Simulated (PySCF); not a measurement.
## Heteronuclear NMR

Mapped SMILES: `[F:1][C:2]([F:3])([F:4])/[CH:5]=[P:6]/[c:7]1[cH:8][cH:9][cH:10][o:11]1` (H(Xn): hydrogen on atom n).

- σ from GIAO-PBE0/pcSseg-1
- structure optimised with GFN2-xTB
- run in PySCF 2.14.0 with density-fitted response routines
- fast rotation and ring inversion assumed for equivalent nuclei, no relativistic terms, no solvent model, one computed conformer

Question: Predict the ¹⁹F NMR data.

Answer: 
```
   atoms              environment  σ (ppm)  δ (ppm)
F1/F3/F4  fluorine of a CF3 group    247.4    -62.6
```

Shieldings were converted by a linear fit to measured shifts: ¹⁹F: δ = 146.13 − 0.903σ +14.6 on sp3 carbon (rms 6.0 ppm, 223 shifts, 7.0 ppm with the 5 outliers that the fit left out vs CFCl3, solution or neat liquid). Occasional misses reach two or three times the rms, and more in compound classes unlike the fitted ones.

On a 400 MHz spectrometer ¹⁹F resonates near 376.4 MHz, so 1 ppm is 376.4 Hz.

Question: What are the ³¹P shifts?

Answer: 
| atoms | environment | σ (ppm) | δ (ppm) |
| --- | --- | --- | --- |
| P6 | phosphorus bonded to 2 C | 72.2 | 210.3 |

Shieldings were converted by a linear fit to measured shifts: ³¹P (scatter 18.1 ppm rms vs H3PO4, solution or neat liquid). A few per cent of atoms miss by over 2 rms, more outside the fitted compound classes.

On a 400 MHz spectrometer ³¹P resonates near 161.9 MHz, so 1 ppm is 161.9 Hz.

Question: Where does ¹⁷O resonate?

Answer: 
```csv
atoms,environment,σ (ppm),δ (ppm)
O11,aromatic ring oxygen,31.0,238.5
```

Shieldings were converted by a linear fit to measured shifts: ¹⁷O (scatter 10.7 ppm rms, 12.2 ppm with the 3 outliers that the fit left out vs liquid water, solution or neat liquid). A few per cent of atoms miss by over 2 rms, more outside the fitted compound classes.

On a 400 MHz spectrometer ¹⁷O resonates near 54.2 MHz, so 1 ppm is 54.2 Hz.
